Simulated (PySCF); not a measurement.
C2H8N2OSi, SMILES C/C=N\[Si@H](N)O.

Geometry: PBE0-D3(BJ)/def2-SVP. The structure was generated by enumeration; whether it is a known compound was not checked. One conformer was computed; it need not be the lowest.

Two levels are set side by side: TDDFT-PBE/def2-SVPD (PySCF) and TDDFT-PBE0/def2-SVPD (PySCF). Vertical, same geometry. The lowest singlet is HOMO→LUMO 100 % with PBE and HOMO→LUMO 98 % with the other functional; states are paired by order. Differences are taken from unrounded values.

```json
[
 {"quantity": "lowest singlet excitation (eV)", "TDDFT-PBE0": "4.21"},
 {"quantity": "lowest triplet excitation (TDA) (eV)", "TDDFT-PBE0": "3.63"}
]
```

**Question.** What does TDDFT-PBE give, and how far is it from TDDFT-PBE0? (An estimate is asked for; the answer gives what the named calculation found.)

**Answer.** 
```
quantity                              TDDFT-PBE  TDDFT-PBE minus TDDFT-PBE0
------------------------------------  ---------  --------------------------
lowest singlet excitation (eV)             3.98                       -0.23
lowest triplet excitation (TDA) (eV)       3.46                       -0.17
```

Functionals without exact exchange tend to place singlet excitations lower, as here. Differences between two approximate levels are no errors against the true value.

Rough cost on one machine, each run with all the roots and properties that it gave: TDDFT-PBE0 against TDDFT-PBE about 4 times.
